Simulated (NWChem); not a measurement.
Program: NWChem. System: AlF4 (-1), charge -1, spin multiplicity 1, at a geometry optimised with B3LYP/def2-SVP. The structure started from a generated list of species. Level: evGW0@PBE/def2-SVPD, RI basis def2-svpd-rifit, 6 cycles.

The NWChem input:

```
start mol
memory heap 200 mb stack 700 mb global 1700 mb
charge -1
geometry units angstroms nocenter noautoz
  Al     0.000000     0.000000    -0.000002
  F      0.000000    -1.388073     0.981522
  F      0.000000     1.388073     0.981522
  F      1.388073     0.000000    -0.981520
  F     -1.388073     0.000000    -0.981520
  symmetry group C2v
end
basis spherical
  * library def2-svpd
end
basis "ri basis" bse spherical
  * library def2-svpd-rifit
end
dft
  xc xpbe96 cpbe96
  iterations 100
  direct
  tolerances tight
end
task dft energy
gw
  evgw0 6
  states alpha occ -1 vir -1
end
task dft gw
```

Part of the output:

```
             Northwest Computational Chemistry Package (NWChem) 7.3.0
             --------------------------------------------------------

                                NWChem Input Module
                                -------------------

 Scaling coordinates for geometry "geometry" by  1.889725989
 (inverse scale =  0.529177249)

 Turning off AUTOSYM since
 SYMMETRY directive was detected!

                             Geometry "geometry" -> ""
                             -------------------------

 Output coordinates in angstroms (scale by  1.889725989 to convert to a.u.)

  No.       Tag          Charge          X              Y              Z
 ---- ---------------- ---------- -------------- -------------- --------------
    1 Al                  13.0000     0.00000000     0.00000000    -0.00000200
    2 F                    9.0000     0.00000000    -1.38807300     0.98152200
    3 F                    9.0000     0.00000000     1.38807300     0.98152200
    4 F                    9.0000     1.38807300     0.00000000    -0.98152000
    5 F                    9.0000    -1.38807300     0.00000000    -0.98152000

 Effective nuclear repulsion energy (a.u.)     238.3152131100

            Nuclear Dipole moment (a.u.)
            ----------------------------
        X                 Y               Z
 ---------------- ---------------- ----------------
     0.0000000000     0.0000000000     0.0000188973

      Symmetry information
      --------------------

 Group name             C2v
 Group number             16
 Group order               4
 No. of unique centers     3

      Symmetry unique atoms

     1    2    4


 Summary of "ao basis" -> "" (spherical)
 ------------------------------------------------------------------------------
       Tag                 Description            Shells   Functions and Types
 ---------------- ------------------------------  ------  ---------------------
 *                         def2-svpd                  on all atoms

 new library libraries.bse/

 Summary of "ri basis" -> "" (spherical)
 ------------------------------------------------------------------------------
       Tag                 Description            Shells   Functions and Types
 ---------------- ------------------------------  ------  ---------------------
 *                      def2-svpd-rifit               on all atoms

  pbe96 is a nonlocal functional; adding pw91lda local functional.

                                 NWChem DFT Module
                                 -----------------

 Summary of "ao basis" -> "ao basis" (spherical)
 ------------------------------------------------------------------------------
       Tag                 Description            Shells   Functions and Types
 ---------------- ------------------------------  ------  ---------------------
 Al                        def2-svpd                10       24   5s3p2d
 F                         def2-svpd                 9       23   4s3p2d

 Summary of "ao basis" -> "ao basis" (spherical)
 ------------------------------------------------------------------------------
       Tag                 Description            Shells   Functions and Types
 ---------------- ------------------------------  ------  ---------------------
 Al                        def2-svpd                10       24   5s3p2d
 F                         def2-svpd                 9       23   4s3p2d

      Symmetry analysis of basis
      --------------------------

        a1         44
        a2         16
        b1         28
        b2         28

            General Information
            -------------------
          SCF calculation type: DFT
          Wavefunction type:  closed shell.
          No. of atoms     :     5
          No. of electrons :    50
           Alpha electrons :    25
            Beta electrons :    25
          Charge           :    -1
          Spin multiplicity:     1
          Use of symmetry is: on ; symmetry adaption is: on
          Maximum number of iterations: 100
          This is a Direct SCF calculation.
          AO basis - number of functions:   116
                     number of shells:    46
          Convergence on energy requested:  1.00D-06
          Convergence on density requested:  1.00D-05
          Convergence on gradient requested:  5.00D-04

              XC Information
              --------------
          PerdewBurkeErnzerhof Exchange Functional  1.000
            Perdew 1991 LDA Correlation Functional  1.000 local
           PerdewBurkeErnz. Correlation Functional  1.000 non-local

             Grid Information
             ----------------
          Grid used for XC integration:  medium
          Radial quadrature: Mura-Knowles
          Angular quadrature: Lebedev.
          Tag              B.-S. Rad. Rad. Pts. Rad. Cut. Ang. Pts.
          ---              ---------- --------- --------- ---------
          Al                  1.25       88           9.0       590
          F                   0.50       49          10.0       434
          Grid pruning is: on
          Number of quadrature shells:   186
          Spatial weights used:  Erf1

          Convergence Information
          -----------------------
          Convergence aids based upon iterative change in
          total energy or number of iterations.
          Levelshifting, if invoked, occurs when the
          HOMO/LUMO gap drops below (HL_TOL):  1.00D-02
          DIIS, if invoked, will attempt to extrapolate
          using up to (NFOCK): 10 stored Fock matrices.

                    Damping( 0%)  Levelshifting(0.5)       DIIS
[...]
@GW        14        -11.253           0.000
@GW        15         -9.907           0.000
@GW        16         -9.907           0.000
@GW        17         -9.908           0.000
@GW        18         -8.964           0.000
@GW        19         -8.964           0.000
@GW        20         -8.751           0.000
@GW        21         -8.751           0.000
@GW        22         -8.751           0.000
@GW        23         -8.071           0.000
@GW        24         -8.071           0.000
@GW        25         -8.071           0.000
@GW        26          5.058           0.000
@GW        27          8.089           0.000
@GW        28          8.088           0.000
@GW        29          8.088           0.000
@GW        30          8.798           0.000
@GW        31          8.320           0.000
@GW        32          8.320           0.000
@GW        33          8.320           0.000
@GW        34          8.257           0.000
@GW        35          8.257           0.000
@GW        36         11.816           0.000
@GW        37         13.174           0.000
@GW        38         13.174           0.000
@GW        39         13.174           0.000
@GW        40         12.719           0.000
@GW        41         12.719           0.000
@GW        42         12.719           0.000
@GW        43         13.028           0.000
@GW        44         13.028           0.000
@GW        45         13.028           0.000
@GW        46         15.068           0.000
@GW        47         15.997           0.000
@GW        48         15.997           0.000
@GW        49         18.764           0.000
@GW        50         18.756           0.000
@GW        51         18.756           0.000
@GW        52         19.465           0.000
@GW        53         19.465           0.000
@GW        54         19.465           0.000
@GW        55         20.865           0.000
@GW        56         20.858           0.000
@GW        57         21.857           0.000
@GW        58         24.714           0.000
@GW        59         24.715           0.000
@GW        60         24.715           0.000
@GW        61         25.967           0.000
@GW        62         25.966           0.000
@GW        63         25.966           0.000
@GW        64         27.347           0.000
@GW        65         27.336           0.000
@GW        66         29.238           0.000
@GW        67         29.236           0.000
@GW        68         29.236           0.000
@GW        69         29.320           0.000
@GW        70         33.548           0.000
@GW        71         33.547           0.000
@GW        72         33.547           0.000
@GW        73         33.214           0.000
@GW        74         33.215           0.000
@GW        75         33.215           0.000
@GW        76         35.408           0.000
@GW        77         35.407           0.000
@GW        78         36.789           0.000
@GW        79         36.790           0.000
@GW        80         36.789           0.000
@GW        81         48.169           0.000
@GW        82         48.169           0.000
@GW        83         48.169           0.000
@GW        84         52.860           0.000
@GW        85         52.859           0.000
@GW        86         52.860           0.000
@GW        87         55.660           0.000
@GW        88         55.661           0.000
@GW        89         60.571           0.000
@GW        90         60.567           0.000
@GW        91         60.567           0.000
@GW        92         61.263           0.000
@GW        93         68.614           0.000
@GW        94         68.616           0.000
@GW        95         68.616           0.000
@GW        96         74.233           0.000
@GW        97        101.894           0.000
@GW        98        101.892           0.000
@GW        99        101.892           0.000
@GW       100        102.326           0.000
@GW       101        102.326           0.000
@GW       102        102.235           0.000
@GW       103        102.235           0.000
@GW       104        102.235           0.000
@GW       105        103.875           0.000
@GW       106        103.478           0.000
@GW       107        103.478           0.000
@GW       108        103.478           0.000
@GW       109        103.314           0.000
@GW       110        103.315           0.000
@GW       111        105.243           0.000
@GW       112        105.242           0.000
@GW       113        105.242           0.000
@GW       114        109.282           0.000
@GW       115        109.277           0.000
@GW       116        109.278           0.000

  *** G5W0

          Solving quasiparticle equations

                  Alpha Orbitals
          State     Energy (eV)     Error (eV)
          -----------------------------------
@GW         1      -1566.716           0.000
@GW         2       -684.718           0.000
@GW         3       -676.241           0.000
@GW         4       -684.934           0.000
@GW         5       -686.456           0.000
@GW         6       -122.535           0.000
@GW         7        -75.171           0.000
@GW         8        -75.171           0.000
@GW         9        -75.171           0.000
@GW        10        -28.630           0.000
@GW        11        -27.957           0.000
@GW        12        -27.956           0.000
@GW        13        -27.949           0.000
@GW        14        -11.253           0.000
@GW        15         -9.907           0.000
@GW        16         -9.907           0.000
@GW        17         -9.908           0.000
@GW        18         -8.964           0.000
@GW        19         -8.964           0.000
@GW        20         -8.751           0.000
@GW        21         -8.751           0.000
@GW        22         -8.751           0.000
@GW        23         -8.071           0.000
@GW        24         -8.071           0.000
@GW        25         -8.071           0.000
@GW        26          5.058           0.000
@GW        27          8.089           0.000
@GW        28          8.088           0.000
@GW        29          8.088           0.000
@GW        30          8.798           0.000
@GW        31          8.320           0.000
@GW        32          8.320           0.000
@GW        33          8.320           0.000
@GW        34          8.257           0.000
@GW        35          8.257           0.000
@GW        36         11.816           0.000
@GW        37         13.174           0.000
@GW        38         13.174           0.000
@GW        39         13.174           0.000
@GW        40         12.719           0.000
@GW        41         12.719           0.000
@GW        42         12.719           0.000
@GW        43         13.028           0.000
@GW        44         13.028           0.000
@GW        45         13.028           0.000
@GW        46         15.068           0.000
@GW        47         15.997           0.000
@GW        48         15.997           0.000
@GW        49         18.764           0.000
@GW        50         18.756           0.000
@GW        51         18.756           0.000
@GW        52         19.465           0.000
@GW        53         19.465           0.000
@GW        54         19.465           0.000
@GW        55         20.865           0.000
@GW        56         20.858           0.000
@GW        57         21.856           0.000
@GW        58         24.714           0.000
@GW        59         24.714           0.000
@GW        60         24.714           0.000
@GW        61         25.967           0.000
@GW        62         25.966           0.000
@GW        63         25.966           0.000
@GW        64         27.347           0.000
@GW        65         27.336           0.000
@GW        66         29.238           0.000
@GW        67         29.236           0.000
@GW        68         29.236           0.000
@GW        69         29.320           0.000
@GW        70         33.548           0.000
@GW        71         33.547           0.000
@GW        72         33.547           0.000
@GW        73         33.214           0.000
@GW        74         33.214           0.000
@GW        75         33.214           0.000
@GW        76         35.408           0.000
@GW        77         35.407           0.000
@GW        78         36.789           0.000
@GW        79         36.789           0.000
@GW        80         36.789           0.000
@GW        81         48.169           0.000
@GW        82         48.169           0.000
@GW        83         48.169           0.000
@GW        84         52.860           0.000
@GW        85         52.858           0.000
@GW        86         52.860           0.000
@GW        87         55.660           0.000
@GW        88         55.660           0.000
@GW        89         60.571           0.000
@GW        90         60.567           0.000
@GW        91         60.567           0.000
@GW        92         61.263           0.000
@GW        93         68.614           0.000
@GW        94         68.616           0.000
@GW        95         68.616           0.000
@GW        96         74.233           0.000
@GW        97        101.894           0.000
@GW        98        101.893           0.000
@GW        99        101.893           0.000
@GW       100        102.327           0.000
@GW       101        102.327           0.000
@GW       102        102.236           0.000
@GW       103        102.236           0.000
@GW       104        102.236           0.000
@GW       105        103.877           0.000
@GW       106        103.479           0.000
@GW       107        103.479           0.000
@GW       108        103.479           0.000
@GW       109        103.315           0.000
@GW       110        103.316           0.000
@GW       111        105.244           0.000
@GW       112        105.243           0.000
@GW       113        105.243           0.000
@GW       114        109.286           0.000
@GW       115        109.282           0.000
@GW       116        109.283           0.000

     GW Timing Statistics
   ------------------------
   Init.   :          0.1s
     ERIs  :          1.7s
     Distr.:          0.1s
     Vxc   :          0.2s
   Sigma_x :          0.0s
   RPA     :          3.5s
   Wmn     :          7.1s
   Sigma_c :          4.0s
   GW total:         16.7s

 Task  times  cpu:       16.7s     wall:       16.7s

 Total times  cpu:       22.6s     wall:       22.6s
```
